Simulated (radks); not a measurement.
Yb3+, 67 electrons, occupied as [Xe] 4f13 (the NIST ground configuration). Method: scalar-relativistic Kohn-Sham, LDA (Slater exchange, Perdew-Wang correlation), spin-polarised, spherical densities, finite nucleus; open shells are filled with parallel spins first (spin-orbit coupling, left out, can overturn this in heavy ions); Fermi nuclear charge, rms radius 5.3108 fm; computed with a radial shooting solver on a logarithmic mesh with Libxc functionals.

Local quantities along the radius. ELF = 1/(1 + alpha^2) is the electron localisation function; alpha = (tau - tau_W)/tau_unif compares the Pauli kinetic energy density with that of the uniform gas (summed over spins); s = |grad rho|/(2 (3 pi^2)^(1/3) rho^(4/3)) is the reduced gradient. tau is taken from the large components.

r (bohr)     ELF    alpha       s
0.0008184  0.999  0.02323  0.9643
0.0009452  0.999  0.02351  0.8917
0.001083   0.999  0.02392  0.8320
0.001241   0.999  0.02448  0.7800
0.001433   0.999  0.02528  0.7327
0.001641   0.999  0.02625  0.6945
0.001896   0.999  0.02757  0.6605
0.002172   0.999  0.02916  0.6339
0.002488   0.999  0.03116  0.6121
0.002874   0.999  0.03385  0.5942
0.003292   0.999  0.03708  0.5817
0.003772   0.998  0.04122  0.5735
0.004356   0.998  0.04691  0.5693
0.004991   0.997  0.05399  0.5695
0.005718   0.996  0.06339  0.5739
0.006604   0.994  0.07698  0.5832
0.007566   0.991  0.09485  0.5964
0.008737   0.985   0.1218  0.6152
0.01001    0.975   0.1590  0.6372
0.01147    0.956   0.2138  0.6625
0.01324    0.917   0.3016  0.6905
0.01517    0.846   0.4271  0.7136
0.01739    0.729   0.6103  0.7251
0.02008    0.567   0.8746  0.7109
0.023      0.427    1.159  0.6580
0.02635    0.345    1.378  0.5628
0.03044    0.335    1.409  0.4380
0.03487    0.396    1.234  0.3385
0.04027    0.518   0.9641  0.2853
0.04614    0.639   0.7514  0.2865
0.05286    0.719   0.6247  0.3234
0.06104    0.742   0.5894  0.3836
0.06994    0.698   0.6573  0.4442
0.08013    0.583   0.8460  0.4852
0.09254    0.426    1.161  0.4682
0.106      0.345    1.379  0.3746
0.1224     0.387    1.260  0.2557
0.1403     0.526   0.9492  0.2133
0.1607     0.666   0.7076  0.2525
0.1856     0.731   0.6072  0.3488
0.2126     0.688   0.6741  0.4616
0.2436     0.512   0.9770  0.5493
0.2814     0.292    1.558  0.4988
0.3223     0.263    1.672  0.2906
0.3693     0.428    1.157  0.1626
0.4265     0.636   0.7558  0.1980
0.4886     0.711   0.6369  0.2980
0.5643     0.683   0.6812  0.4182
0.6465     0.577   0.8566  0.5217
0.7407     0.435    1.139  0.5832
0.8554     0.346    1.374  0.5712
0.9801     0.368    1.311  0.5275
1.123      0.466    1.070  0.5334
1.297      0.568   0.8725  0.6268
1.486      0.598   0.8193  0.7952
1.702      0.551   0.9033   1.055
1.966      0.414    1.189   1.482
2.252      0.236    1.798   2.131
2.601      0.085    3.289   3.304
2.98       0.021    6.871   5.299
3.414      0.003    17.13   9.052
3.943      0.000    55.44   17.19
4.517      0.000    205.0   33.97

On this mesh the ELF has minima near r = 0.030, 0.11, 0.32, 0.86 bohr, which separate the shells, and maxima near 0.061 (0.74), 0.19 (0.73), 0.49 (0.71), 1.5 (0.60).
